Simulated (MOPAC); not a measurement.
MOPAC input (PM7):

```
PM7 PRECISE GNORM=0.05 LET XYZ CHARGE=1 GEO-OK AUX(PRECISION=9) THREADS=1
H3Se

Se    0.00065560 1    0.02646256 1   -0.06067825 1
H    -1.07638699 1   -0.86807534 1    0.42835260 1
H     1.06782330 1   -0.86656701 1    0.45217774 1
H    -0.01372686 1    0.83491536 1    1.18253017 1
```

Problem. What heat of formation does the run end on?

Solution. 152.67 kcal/mol.
